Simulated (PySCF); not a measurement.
Compound: C6H14O3Si.
SMILES with atom numbers: `[OH:1][CH2:2][CH2:3][O:4][C@@H:5]1[CH2:6][CH2:7][Si@@H:8]([OH:9])[CH2:10]1`

Structure used (GFN2-xTB), in Å, numbered top down from 1:
```
atom  x, y, z in Å
O1    -3.891    0.395   -0.972
C2    -3.490   -0.240    0.213
C3    -2.085    0.191    0.631
O4    -1.209   -0.197   -0.403
C5     0.132    0.219   -0.236
C6     0.864   -0.024   -1.558
C7     2.354    0.240   -1.345
Si8    2.721   -0.449    0.395
O9     3.640    0.497    1.351
C10    0.878   -0.540    0.871
H11   -3.169    0.280   -1.603
H12   -3.500   -1.332    0.087
H13   -4.213    0.039    0.982
H14   -1.817   -0.285    1.583
H15   -2.051    1.285    0.760
H16    0.146    1.299   -0.007
H17    0.440    0.600   -2.345
H18    0.704   -1.067   -1.832
H19    2.934   -0.214   -2.145
H20    2.546    1.315   -1.392
H21    3.453   -1.704    0.456
H22    3.429    1.411    1.527
H23    0.648   -0.128    1.854
H24    0.525   -1.570    0.866
```

Probes without a nucleus sit at each ring's centroid and 1 Å off its mean plane on both sides; NICS is minus the shielding there, NICSzz its component along the normal. Level: GIAO PBE0/pcSseg-1 (PySCF, non-relativistic, gas phase) on the GFN2-xTB geometry, one conformer.

Ring bond lengths (Å), with Mayer bond orders in brackets: C5–C6 1.530 (1.00), C6–C7 1.528 (1.02), C7–Si8 1.908 (0.88), Si8–C10 1.906 (0.86), C10–C5 1.535 (1.02).

Question: Give the NICS values of each ring in ppm.

Answer: 
| ring | type | NICS(0) | NICS(1), two faces | NICS(1)zz, two faces | rms pucker (Å) | centre to ring atoms, mean (Å) |
| --- | --- | --- | --- | --- | --- | --- |
| C5–C6–C7–Si8–C10 | 5-membered ring with Si; formal bonds all single | -4.5 | -4.0 / -3.9 | -1.0 / -1.2 | 0.19 | 1.40 |

Question: What do they say, and how far can they be read as aromaticity?

Answer: 
- C5–C6–C7–Si8–C10: mean NICS(1)zz -1.1 ppm, near zero. C5, C6, C7, Si8, C10 have four or more neighbours, and the NICS criterion for π rings isn't applied.

Question: At the first NICS(1) probe listed for ring C5–C6–C7–Si8–C10, 1 Å off the ring, what do the in-plane components average?

Answer: The isotropic value is a third of the trace: (3 × -4.0 − (-1.0))/2 = -5.5 ppm.

Question: What are the shieldings of the ring atoms and their hydrogens in the same run (means over atoms taken as equivalent)?

Answer: 
```json
{"atoms": "C5", "environment": "sp3 carbon bound to oxygen", "σ isotropic (ppm)": "100.8"}
{"atoms": "C6", "environment": "ring CH2 carbon", "σ isotropic (ppm)": "150.9"}
{"atoms": "C7", "environment": "sp3 carbon bound to silicon", "σ isotropic (ppm)": "171.5"}
{"atoms": "Si8", "environment": "oxygen-bound silicon", "σ isotropic (ppm)": "335.3"}
{"atoms": "C10", "environment": "sp3 carbon bound to silicon", "σ isotropic (ppm)": "164.9"}
{"atoms": "H16", "environment": "methine hydrogen", "σ isotropic (ppm)": "28.12"}
{"atoms": "H17", "environment": "methylene hydrogen", "σ isotropic (ppm)": "29.55"}
{"atoms": "H18", "environment": "methylene hydrogen", "σ isotropic (ppm)": "30.54"}
{"atoms": "H19", "environment": "methylene hydrogen", "σ isotropic (ppm)": "30.55"}
{"atoms": "H20", "environment": "methylene hydrogen", "σ isotropic (ppm)": "31.21"}
{"atoms": "H21", "environment": "Si–H hydrogen", "σ isotropic (ppm)": "26.59"}
{"atoms": "H23", "environment": "methylene hydrogen", "σ isotropic (ppm)": "30.39"}
{"atoms": "H24", "environment": "methylene hydrogen", "σ isotropic (ppm)": "31.35"}
```
